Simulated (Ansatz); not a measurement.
Consider the ligand exchange at the Si–C bond: `OC[Si](O)(O)O` + `O[SiH2]S` → `O[SiH2]S[Si](O)(O)O` + CH₃OH.

Program: Ansatz. Geometries: PBE0-D4/def2-TZVP. ΔE: electronic, gas phase. CCSD(T)/CBS is the MP2 limit (def2-TZVPP, def2-QZVPP) plus CCSD(T) − MP2 in def2-TZVPP, frozen cores. This one scheme is used for every species. DFT in def2-TZVPP. B3LYP here is the variant with VWN-RPA as its local correlation; programs differ in this. Each species was taken in one conformer, which may not be the lowest.

```json
{"level": "PBE-D4", "ΔE (kJ/mol)": "-87.3", "difference from CCSD(T)/CBS": "0.0"}
{"level": "r2SCAN-D4", "ΔE (kJ/mol)": "-90.4", "difference from CCSD(T)/CBS": "-3.1"}
{"level": "PBE0-D4", "ΔE (kJ/mol)": "-90.1", "difference from CCSD(T)/CBS": "-2.8"}
{"level": "B3LYP-D4", "ΔE (kJ/mol)": "-86.8", "difference from CCSD(T)/CBS": "0.5"}
{"level": "ωB97X-V", "ΔE (kJ/mol)": "-84.6", "difference from CCSD(T)/CBS": "2.7"}
{"level": "ωB97M-V", "ΔE (kJ/mol)": "-85.8", "difference from CCSD(T)/CBS": "1.5"}
{"level": "B2PLYP", "ΔE (kJ/mol)": "-80.8", "difference from CCSD(T)/CBS": "6.5"}
{"level": "PBE", "ΔE (kJ/mol)": "-79.3", "difference from CCSD(T)/CBS": "8.0"}
{"level": "r2SCAN", "ΔE (kJ/mol)": "-88.5", "difference from CCSD(T)/CBS": "-1.2"}
{"level": "PBE0", "ΔE (kJ/mol)": "-83.0", "difference from CCSD(T)/CBS": "4.3"}
{"level": "B3LYP", "ΔE (kJ/mol)": "-73.7", "difference from CCSD(T)/CBS": "13.6"}
{"level": "HF/def2-TZVPP", "ΔE (kJ/mol)": "-76.8", "difference from CCSD(T)/CBS": "10.5"}
{"level": "MP2/def2-TZVPP", "ΔE (kJ/mol)": "-91.5", "difference from CCSD(T)/CBS": "-4.2"}
{"level": "SCS-MP2/def2-TZVPP", "ΔE (kJ/mol)": "-85.8", "difference from CCSD(T)/CBS": "1.5"}
{"level": "CCSD/def2-TZVPP", "ΔE (kJ/mol)": "-81.1", "difference from CCSD(T)/CBS": "6.2"}
{"level": "CCSD(T)/def2-TZVPP", "ΔE (kJ/mol)": "-84.6", "difference from CCSD(T)/CBS": "2.7"}
{"level": "HF/def2-QZVPP", "ΔE (kJ/mol)": "-76.7", "difference from CCSD(T)/CBS": "10.6"}
{"level": "MP2/def2-QZVPP", "ΔE (kJ/mol)": "-92.9", "difference from CCSD(T)/CBS": "-5.6"}
{"level": "SCS-MP2/def2-QZVPP", "ΔE (kJ/mol)": "-87.2", "difference from CCSD(T)/CBS": "0.1"}
{"level": "HF/CBS(def2)", "ΔE (kJ/mol)": "-76.6", "difference from CCSD(T)/CBS": "10.7"}
{"level": "MP2/CBS(def2)", "ΔE (kJ/mol)": "-94.2", "difference from CCSD(T)/CBS": "-6.9"}
{"level": "CCSD/CBS(def2)", "ΔE (kJ/mol)": "-83.8", "difference from CCSD(T)/CBS": "3.5"}
{"level": "CCSD(T)/CBS", "ΔE (kJ/mol)": "-87.3", "difference from CCSD(T)/CBS": "0"}
```

Largest T1 diagnostic among the species: 0.012.

In def2-TZVPP, CCSD(T) changes the Hartree–Fock value by −7.7 kJ/mol (the triples alone add −3.5 kJ/mol) and MP2 by −14.6 kJ/mol. From PBE to PBE0 (25 % exact exchange), in def2-TZVPP and without D4, ΔE moves by −3.6 kJ/mol. The D4 term adds −13.1 kJ/mol with B3LYP and −7.1 kJ/mol with PBE0; it sums over pairs of atoms, weighted by their polarisabilities, and B3LYP, whose exchange is more repulsive, gets the larger term.
